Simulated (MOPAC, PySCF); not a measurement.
C4H8Si, SMILES `C=CC[SiH]=C` (C–C–C–Si torsion -104°, C–C–Si–C torsion -114°), neutral singlet in the gas phase. 

Z-matrix (Å, degrees):
```
C
H 1 1.0930
H 1 1.0930 2 107.79
C 1 1.4987 2 110.52 3 121.82
C 4 1.3282 1 125.20 2 16.62
H 5 1.0818 4 121.43 1 178.12
H 5 1.0843 6 116.94 4 -179.84
H 4 1.0864 5 119.09 6 0.54
Si 1 1.8812 2 108.90 3 -116.15
C 9 1.7008 1 124.42 2 123.72
H 10 1.0825 9 122.08 1 178.67
H 10 1.0826 11 115.34 9 -179.25
H 9 1.4757 10 121.80 11 1.70
```
Charge 0, multiplicity 1.

All levels are single points at this geometry (B3LYP-D3(BJ)/def2-TZVP); Pople sets use spherical d functions. Orbital energies aren't observables, and empty levels follow the basis.

B3LYP-D3(BJ)/def2-TZVP in PySCF gives dipole (D) = 1.28.

Estimate the dipole (D) from each of these levels: PBE-D3(BJ)/def2-TZVP in PySCF; B3LYP/3-21G in PySCF; B3LYP/6-311+G** in PySCF; B3LYP/LANL2DZ in PySCF; BP86/6-31G* in PySCF; PBE/6-31G* in PySCF; SVWN5/6-31G* in PySCF; HF/3-21G in PySCF; HF/STO-3G in PySCF; PM3 in MOPAC; PM6 in MOPAC; PM7 in MOPAC.


```tsv
level	dipole (D)
PBE-D3(BJ)/def2-TZVP in PySCF	1.17
B3LYP/3-21G in PySCF	0.80
B3LYP/6-311+G** in PySCF	1.26
B3LYP/LANL2DZ in PySCF	0.91
BP86/6-31G* in PySCF	0.95
PBE/6-31G* in PySCF	0.95
SVWN5/6-31G* in PySCF	0.93
HF/3-21G in PySCF	1.05
HF/STO-3G in PySCF	0.95
PM3 in MOPAC	0.34
PM6 in MOPAC	1.76
PM7 in MOPAC	0.96
```
